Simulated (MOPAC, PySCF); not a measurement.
C$_{9}$H$_{6}$BNS, SMILES `Bc1cc(C#N)cc2ccsc12`, neutral singlet in the gas phase. 

Cartesian coordinates (Å):
```xyz
18

B     -1.6366     2.3048    -0.5800
C     -0.9533     0.9684    -0.2278
C     -1.7250    -0.1451     0.1457
C     -1.1386    -1.3888     0.4763
C     -1.9701    -2.4918     0.8502
N     -2.6495    -3.3888     1.1543
C      0.2553    -1.5472     0.4396
C      1.0703    -0.4650     0.0729
C      2.5018    -0.4069    -0.0296
C      2.9391     0.8261    -0.4182
S      1.6507     1.9648    -0.6761
C      0.4528     0.7767    -0.2554
H     -0.9788     3.2651    -0.9022
H     -2.8392     2.3885    -0.5324
H     -2.8132    -0.0479     0.1821
H      0.7006    -2.5121     0.6967
H      3.1640    -1.2494     0.1786
H      3.9695     1.1484    -0.5745
```
Charge 0, spin multiplicity 1.

All levels are single points at this geometry (r2SCAN-D4/def2-SVP); Pople sets use spherical d functions. Orbital energies aren't observables, and empty levels follow the basis.

```tsv
level	HOMO (eV)	LUMO (eV)	gap (eV)	dipole (D)	vertical IE, Delta-SCF (eV)
PBE-D3(BJ)/def2-TZVP in PySCF	-6.24	-3.57	2.67	4.82	8.55
r2SCAN-D4/def2-TZVP in PySCF	-6.40	-3.40	3.00	4.88	8.62
B3LYP/3-21G in PySCF	-6.80	-2.61	4.19	4.10	–
B3LYP/6-311+G** in PySCF	-6.96	-2.92	4.05	4.84	–
B3LYP/6-31G* in PySCF	-6.68	-2.55	4.13	4.54	8.49
B3LYP/LANL2DZ in PySCF	-6.94	-2.80	4.14	4.46	–
M06-2X/6-31G* in PySCF	-7.92	-1.63	6.29	4.44	–
PBE/6-31G* in PySCF	-6.00	-3.27	2.74	4.52	8.38
SVWN5/6-31G* in PySCF	-6.17	-3.51	2.66	4.62	8.60
HF/3-21G in PySCF	-8.94	0.94	9.88	4.09	–
HF/6-31G* in PySCF	-8.76	1.06	9.82	4.60	–
HF/STO-3G in PySCF	-6.74	4.37	11.11	3.97	–
PM7 in MOPAC	-9.00	-1.56	7.45	3.92	–
```
